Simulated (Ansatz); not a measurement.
C2H9BGeO (SMILES CB(C)[O][GeH3]), singlet, at a GFN2-xTB geometry, with bond 11-4 at 1.8 times its length; CASSCF(2,3)/STO-3G (Ansatz, a quantum-chemistry and plane-wave program).

Ansatz was given this input:
Ansatz 0.2 input:
```yaml
crystal:
  periodic: [false, false, false]
  atoms:
    - {symbol: Ge, position_ang: [1.30174849, -0.60718284, -0.04556747]}
    - {symbol: O, position_ang: [-0.03970174, 0.45007817, 0.19004371]}
    - {symbol: B, position_ang: [-1.35149999, 0.66763809, 0.06387495]}
    - {symbol: C, position_ang: [-1.93027154, 2.06502974, 0.56111582]}
    - {symbol: C, position_ang: [-2.33157050, -0.41988753, -0.56155314]}
    - {symbol: H, position_ang: [0.92313636, -1.88908230, -0.73910370]}
    - {symbol: H, position_ang: [1.81152859, -0.86479217, 1.33882421]}
    - {symbol: H, position_ang: [2.25596034, 0.20103926, -0.86959976]}
    - {symbol: H, position_ang: [-2.21226293, 2.67828092, -0.29287781]}
    - {symbol: H, position_ang: [-2.82806015, 1.93890709, 1.16121487]}
    - {symbol: H, position_ang: [-0.62950118, 3.08201586, 1.60967715]}
    - {symbol: H, position_ang: [-1.78824447, -1.24723571, -1.01735705]}
    - {symbol: H, position_ang: [-2.97592722, -0.83661369, 0.21063735]}
    - {symbol: H, position_ang: [-2.98829452, 0.00965629, -1.31432938]}
basis:
  gaussian:
    orbitals: STO-3G
hamiltonian:
  xc: hf
magnetization: {spin_polarized: false}
correlation: {active_space: {window: {electrons: 2, orbitals: 3}}}
```

Predict the main parts of the log of this Ansatz run.


```
Functional definition: HF
588 factors; integrals over basis functions are off by at most 1.0e-4 eV
mean field evaluation 1: about -60676.8685 eV, gradient 2.4e1 eV
mean field evaluation 2: about -60677.0024 eV, gradient 2.4e1 eV
mean field evaluation 4: about -60679.2387 eV, gradient 2.3e0 eV
mean field evaluation 8: about -60679.2665 eV, gradient 5.0e-2 eV
mean field -60679.26652765 eV, -2229.9219150072 hartree, gradient 2.3e-6 eV, S^2 0.000000; 0 other end points of the search recorded, 0 dependent functions left out
reference -60679.26652765 eV, -2229.9219150072 hartree; 33, 33 occupied and 14, 14 virtual orbitals, 588 factors
state -60681.60192015 eV, -2230.0077390985 hartree
Total energy: -60681.60192015 eV, -2230.0077390985 hartree
```
